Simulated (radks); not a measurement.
Spherical quantum dot in the effective-mass picture: electrons in a hard-walled sphere of radius 9.27, with a point charge +1 (a donor) at the centre, all in effective atomic units (hartree* = m*/eps^2 hartree, bohr* = eps/m* bohr), one dielectric constant everywhere. Calculated with a radial shooting solver with Libxc functionals: non-relativistic Kohn-Sham, PBE, spin-polarised, spherical densities. Levels are named by radial order and angular momentum (1s, 1p, 1d, 2s, ...), and open shells are averaged over m.

N = 7, configuration 1s2 1p(up 3, down 1) 2s(up 1, down 0). This is the lowest configuration that the search found. Occupied levels:

level,occupation,eigenvalue (hartree*),<r> (bohr*)
1s up,1,0.76107,2.884
1s down,1,0.81122,5.182
2s up,1,0.82978,5.133
1p up,3,0.83400,6.333
1p down,1,0.85530,6.249

Energy (hartree*): total 2.06735, kinetic 1.2377, external -2.0713, Hartree 4.0197, exchange-correlation -1.1188.

Electron density:

r (bohr*),n(r) (e/bohr*^3)
0.467,0.1283
0.930,0.05132
1.39,0.02146
1.85,0.009592
2.32,0.004769
2.78,0.002868
3.24,0.002240
3.71,0.002166
4.17,0.002368
4.63,0.002706
5.09,0.003074
5.56,0.003370
6.02,0.003490
6.48,0.003351
6.95,0.002914
7.41,0.002213
7.87,0.001374
8.34,0.0006397
8.80,0.0001622
9.26,3.413e-07
